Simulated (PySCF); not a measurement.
One elementary step

Start structure (SnH$_{5}$F, singlet), relaxed at PBE0-D4/def2-TZVP:

```
atom    x (Å)    y (Å)    z (Å)
 Sn1  -0.9861   0.0430  -0.2330
  F2   0.3234   1.3587   0.2886
  H3  -0.2640  -0.8037  -1.5189
  H4  -1.2259  -0.8972   1.1634
  H5  -2.3448   0.9582  -0.6900
  H6   2.3295  -0.1919   0.5720
  H7   2.6559  -0.8628   0.5223
```

The step: SnH₃F ([F][SnH3]) + H₂ → SnH₄ + HF; bonds formed: Sn1–H7, F2–H6; bonds broken: Sn1–F2, H6–H7. Computed with PySCF 2.14 with density fitting (its default auxiliary sets; JK sets also for MP2 and CCSD(T)) (basis: def2-TZVPP and def2-QZVPP); correlated methods freeze the cores. Filled d shells of the heavier atoms are correlated. Core potentials replace the inner electrons of the atoms past krypton. The def2 sets are not built for correlating such inner shells, so the correlated values are less sure here. Extrapolation: Hartree–Fock as exp(−7.88 √X), correlation as X^−2.97. Energies below are by CCSD(T) at an estimated basis limit (MP2 extrapolated from triple and quadruple zeta, plus CCSD(T) − MP2 in triple zeta).

Problem. What are the electronic barrier and the energy of the step, from the start structure to the end structure? (To be estimated.)

Solution. The calculation gives: Barrier 1.628 eV; step energy 0.310 eV (uphill); reverse barrier, their difference, 1.318 eV. Barrier and step energy count from the start structure, the reverse barrier from the end structure.

The saddle point: One imaginary mode of 1100i cm⁻¹.
| pair | start (Å) | saddle (Å) | end (Å) |
| --- | --- | --- | --- |
| Sn1–H7 | 3.83 | 2.02 | 1.72 |
| F2–H6 | 2.55 | 1.20 | 0.93 |
| Sn1–F2 | 1.93 | 2.22 | 3.70 |
| H6–H7 | 0.75 | 0.97 | 1.73 |

Zero-point energy (harmonic, PBE0-D4): ZPE is 0.922 eV at the start and 0.957 eV at the saddle, so the barrier goes from 1.628 to 1.663 eV.

T1 diagnostic: at most 0.015.

Labels in which every atom is bracketed show which atoms are joined, not bond orders.

For scale, one of the runs: CCSD(T)/def2-TZVPP, 151 basis functions, launched by `OMP_NUM_THREADS=4 python run.py`. Hardware: 4 CPU threads of an INTEL XEON PLATINUM 8581C, shared host. Wall time 88 s; peak host memory 1.3 GiB.
